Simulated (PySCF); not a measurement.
Can point charges reproduce the dipole moment of `C=C[SiH](C=C)C=C`?

Coordinates (GFN2-xTB, Å) and charges (e) from the PBE0/pcSseg-1 density (PySCF):

```json
{"atom": "C1", "x": "-0.866", "y": "-2.229", "z": "0.805", "Mulliken": "-0.1509", "IAO": "-0.2741", "Hirshfeld": "-0.0825", "ESP-fitted": "-0.3114"}
{"atom": "C2", "x": "-0.039", "y": "-1.788", "z": "-0.129", "Mulliken": "-0.5083", "IAO": "-0.4257", "Hirshfeld": "-0.1364", "ESP-fitted": "-0.2692"}
{"atom": "Si3", "x": "0.018", "y": "-0.006", "z": "-0.751", "Mulliken": "+0.9825", "IAO": "+0.8982", "Hirshfeld": "+0.3566", "ESP-fitted": "+0.4682"}
{"atom": "C4", "x": "1.559", "y": "0.871", "z": "-0.102", "Mulliken": "-0.5096", "IAO": "-0.4253", "Hirshfeld": "-0.1362", "ESP-fitted": "-0.2672"}
{"atom": "C5", "x": "2.378", "y": "0.391", "z": "0.820", "Mulliken": "-0.1500", "IAO": "-0.2749", "Hirshfeld": "-0.0830", "ESP-fitted": "-0.3150"}
{"atom": "C6", "x": "-1.519", "y": "0.908", "z": "-0.143", "Mulliken": "-0.5092", "IAO": "-0.4251", "Hirshfeld": "-0.1361", "ESP-fitted": "-0.2736"}
{"atom": "C7", "x": "-1.520", "y": "1.848", "z": "0.788", "Mulliken": "-0.1507", "IAO": "-0.2754", "Hirshfeld": "-0.0831", "ESP-fitted": "-0.3138"}
{"atom": "H8", "x": "-0.875", "y": "-3.255", "z": "1.144", "Mulliken": "+0.1177", "IAO": "+0.1480", "Hirshfeld": "+0.0475", "ESP-fitted": "+0.1516"}
{"atom": "H9", "x": "-1.583", "y": "-1.574", "z": "1.276", "Mulliken": "+0.1209", "IAO": "+0.1466", "Hirshfeld": "+0.0392", "ESP-fitted": "+0.1631"}
{"atom": "H10", "x": "0.661", "y": "-2.489", "z": "-0.570", "Mulliken": "+0.1266", "IAO": "+0.1504", "Hirshfeld": "+0.0412", "ESP-fitted": "+0.1501"}
{"atom": "H11", "x": "0.040", "y": "-0.006", "z": "-2.227", "Mulliken": "-0.0973", "IAO": "-0.1322", "Hirshfeld": "-0.0838", "ESP-fitted": "-0.1169"}
{"atom": "H12", "x": "1.771", "y": "1.852", "z": "-0.513", "Mulliken": "+0.1272", "IAO": "+0.1506", "Hirshfeld": "+0.0414", "ESP-fitted": "+0.1506"}
{"atom": "H13", "x": "2.219", "y": "-0.578", "z": "1.267", "Mulliken": "+0.1196", "IAO": "+0.1465", "Hirshfeld": "+0.0397", "ESP-fitted": "+0.1627"}
{"atom": "H14", "x": "3.243", "y": "0.934", "z": "1.173", "Mulliken": "+0.1174", "IAO": "+0.1479", "Hirshfeld": "+0.0473", "ESP-fitted": "+0.1532"}
{"atom": "H15", "x": "-2.467", "y": "0.621", "z": "-0.584", "Mulliken": "+0.1268", "IAO": "+0.1505", "Hirshfeld": "+0.0412", "ESP-fitted": "+0.1520"}
{"atom": "H16", "x": "-2.421", "y": "2.340", "z": "1.123", "Mulliken": "+0.1173", "IAO": "+0.1478", "Hirshfeld": "+0.0472", "ESP-fitted": "+0.1536"}
{"atom": "H17", "x": "-0.607", "y": "2.172", "z": "1.263", "Mulliken": "+0.1199", "IAO": "+0.1462", "Hirshfeld": "+0.0394", "ESP-fitted": "+0.1620"}
```

Q: What dipole does each set of charges give (1 e·Å = 4.803 D), and what does the density give?

A: The full density gives (0.00, -0.02, 0.72) D, 0.72 D in size; dipole vectors point from the negative to the positive end.

```json
{"scheme": "Mulliken", "μx": "0.03", "μy": "-0.01", "μz": "-0.21", "size (D)": "0.22", "share of the full size (%)": "30", "angle to the full dipole (°)": "171"}
{"scheme": "IAO", "μx": "0.02", "μy": "-0.01", "μz": "-0.33", "size (D)": "0.33", "share of the full size (%)": "47", "angle to the full dipole (°)": "176"}
{"scheme": "Hirshfeld", "μx": "0.01", "μy": "-0.01", "μz": "0.07", "size (D)": "0.07", "share of the full size (%)": "9", "angle to the full dipole (°)": "8"}
{"scheme": "ESP-fitted", "μx": "-0.01", "μy": "0.00", "μz": "0.70", "size (D)": "0.70", "share of the full size (%)": "98", "angle to the full dipole (°)": "1"}
```

Q: Which set comes closest?

A: Length of the difference vector: ESP-fitted 0.02 D, Hirshfeld 0.65 D, Mulliken 0.93 D, IAO 1.05 D. Closest: ESP-fitted. The schemes that divide the density aren't constrained to reproduce the dipole.

Q: What is left for the Hirshfeld atoms' own dipoles?

A: The shares of the density sum to the whole, so what Σ q r misses lies in dipoles about the nuclei. The atomic dipoles sum to (0.00, -0.02, 0.72) − (0.01, -0.01, 0.07) = (-0.01, -0.01, 0.65) D, 0.65 D in size.

Q: With the origin at the mean of the coordinates, (0.000, 0.001, 0.273) Å, which are the largest single terms, by size, of the ESP-fitted dipole along the direction of the full one?

A: Si3 -2.30, H11 +1.40, C1 -0.88, H9 +0.82, C5 -0.79 D; all 17 atoms together +0.70 D. The single terms depend on the origin, their sum doesn't.

Q: Give the size of the full dipole in other units.

A: 0.72 D = 0.282 au = 0.149 e·Å = 2.39 × 10⁻³⁰ C·m.

Geometry: GFN2-xTB, one conformer, isolated molecule.

The run behind these numbers computed NMR shieldings as well. Hardware: one thread of an x86-64 server, shared host. Cost: 38 s of wall time.

Shape of the structure used: `[CH2:1]=[CH:2][SiH:3]([CH:4]=[CH2:5])[CH:6]=[CH2:7]`: C1–C2–Si3–C4 107°, C2–Si3–C4–C5 -10°, C2–Si3–C6–C7 109°.
